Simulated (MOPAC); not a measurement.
Input file for MOPAC: AM1 on MoF, 2S+1 = 6, a spin state set in the input, which need not be the lowest, a point of a bond scan (R = 1.893 Å).

```
AM1 1SCF PRECISE CHARGE=0 UHF MS=2.5 THREADS=1
FMo

Mo     0.00000000 1     0.00000000 1     0.00000000 1
F      0.00000000 1     0.00000000 1     1.89256000 1
```

Program output:

```
*******************************************************************************
 **                                                                           **
 **                              MOPAC v23.2.5                                **
 **                                                                           **
 *******************************************************************************
 ** MOPAC's Digital Object Identifier: https://doi.org/10.5281/zenodo.6511958 **
 **                                                                           **
 ** Please cite the open-source release paper for use of this MOPAC version:  **
 ** J. E. Moussa and J. J. P. Stewart (2026)                                  **
 ** MOPAC: An open-source semiempirical molecular orbital program             **
 ** J. Open Source Softw., 11(119), 8025, https://doi.org/10.21105/joss.08025 **
 *******************************************************************************

                              AM1 CALCULATION RESULTS

 *******************************************************************************
 *  AM1        - The AM1 Hamiltonian to be used
 *  UHF        - UNRESTRICTED HARTREE-FOCK CALCULATION
 *
 *
 *
 *                 CHARGE ON SYSTEM = 0
 *
 *
 *
 *  MS=        - IN MECI, MAGNETIC COMPONENT OF SPIN =  2.5
 *  PRECISE    - TIGHTER CRITERIA TO BE USED
 *  1SCF       - DO 1 SCF AND THEN STOP
 *  THREADS=1  - MULTI-THREADING NOT USED
 *  T=         - A TIME OF 172800.0 SECONDS REQUESTED
 *  DUMP=N     - RESTART FILE WRITTEN EVERY 7200.0 SECONDS REQUESTED
 *******************************************************************************
AM1 1SCF PRECISE CHARGE=0 UHF MS=2.5 THREADS=1
 FMo

   ATOM   CHEMICAL          X               Y               Z
  NUMBER   SYMBOL      (ANGSTROMS)     (ANGSTROMS)     (ANGSTROMS)

     1      Mo          0.00000000  *   0.00000000  *   0.00000000  *
     2       F          0.00000000  *   0.00000000  *   1.89256000  *



          CARTESIAN COORDINATES

    NO.       ATOM           X           Y           Z

     1        Mo          0.0000      0.0000      0.0000
     2         F          0.0000      0.0000      1.8926

  F: (AM1): M.J.S. DEWAR AND E. G. ZOEBISCH, THEOCHEM, 180, 1 (1988).
 Mo: (AM1): A.A. Voityuk, N. Roesch J. Phys. Chem. A 104, 4089 (2000).

           Empirical Formula: Mo F  =     2 atoms



      MOLECULAR POINT GROUP   :   C*v


          UHF CALCULATION, NO. OF ALPHA ELECTRONS =    9
                           NO. OF BETA  ELECTRONS =    4

 -------------------------------------------------------------------------------
 AM1 1SCF PRECISE CHARGE=0 UHF MS=2.5 THREADS=1
 FMo



     1SCF WAS SPECIFIED, SO BFGS WAS NOT USED
     SCF FIELD WAS ACHIEVED


                              AM1 CALCULATION
                                                       MOPAC v23.2.5 Linux




          FINAL HEAT OF FORMATION =         59.54895 KCAL/MOL =     249.15279 KJ/MOL


          COSMO AREA              =         89.78 SQUARE ANGSTROMS
          COSMO VOLUME            =         77.91 CUBIC ANGSTROMS

          IONIZATION POTENTIAL    =          8.459913 EV
          ALPHA SOMO LUMO (EV)    =         -8.460  2.683
          BETA  SOMO LUMO (EV)    =        -12.784  0.439
          NO. OF ALPHA ELECTRONS  =          9
          NO. OF BETA  ELECTRONS  =          4
          MOLECULAR WEIGHT        =        114.9384         POINT GROUP:  C*v

          MOLECULAR DIMENSIONS (Angstroms)

            Atom       Atom       Distance
            F     2   Mo     1     1.89256
            F     2   Mo     1     0.00000
           Mo     1    F     2     0.00000


          SCF CALCULATIONS        =          1





   ATOM   CHEMICAL          X               Y               Z
  NUMBER   SYMBOL      (ANGSTROMS)     (ANGSTROMS)     (ANGSTROMS)

     1      Mo          0.00000000  *   0.00000000  *   0.00000000  *
     2       F          0.00000000  *   0.00000000  *   1.89256000  *

                             CARTESIAN COORDINATES

   1   Mo        0.000000000     0.000000000     0.000000000
   2    F        0.000000000     0.000000000     1.892560000


           Empirical Formula: Mo F  =     2 atoms



      MOLECULAR POINT GROUP   :   C*v


          ALPHA EIGENVALUES
 -45.43936 -14.04415 -13.64811 -13.64811  -9.97032  -9.97032  -9.04274  -9.04274
  -8.45991   2.68328  15.33209  15.33209  17.96269


           BETA EIGENVALUES
 -45.37339 -14.06504 -12.78351 -12.78351   0.43882   3.43448   3.43448   3.68148
   3.68148   4.54668  18.39606  18.39606  19.51809


              NET ATOMIC CHARGES AND DIPOLE CONTRIBUTIONS

  ATOM NO.   TYPE          CHARGE      No. of ELECS.   s-Pop       p-Pop       d-Pop
    1         Mo           0.363008        5.6370     0.80447     0.08596     4.74656
    2          F          -0.363008        7.3630     1.90328     5.45973
 DIPOLE           X         Y         Z       TOTAL
 POINT-CHG.     0.000     0.000    -3.300     3.300
 HYBRID        -0.000    -0.000    -0.873     0.873
 SUM           -0.000    -0.000    -4.173     4.173


          ATOMIC ORBITAL ELECTRON POPULATIONS

     Atom    s        px        py        pz      x^2-y^2     xz        z^2       yz        xy
    1 Mo   0.80447   0.01307   0.01307   0.05982   1.00000   1.03722   0.67212   1.03722   1.00000
    2  F   1.90328   1.94971   1.94971   1.56031


                    (SZ)    =    2.500000
                    (S**2)  =    8.758487


          ATOMIC ORBITAL SPIN POPULATIONS

    Atom   Total    s     px     py     pz   x^2-y^2  xz     z^2    yz     xy
         Atomic
    1 Mo  5.0003  0.639  0.002  0.002  0.001  1.000  0.961  0.433  0.961  1.000
    2  F -0.0003  0.002  0.037  0.037 -0.075

 **********************
 *                    *
 * JOB ENDED NORMALLY *
 *                    *
 **********************




 == MOPAC DONE ==
```

The run finished.

Cost: around 0.010 core-seconds (rough).
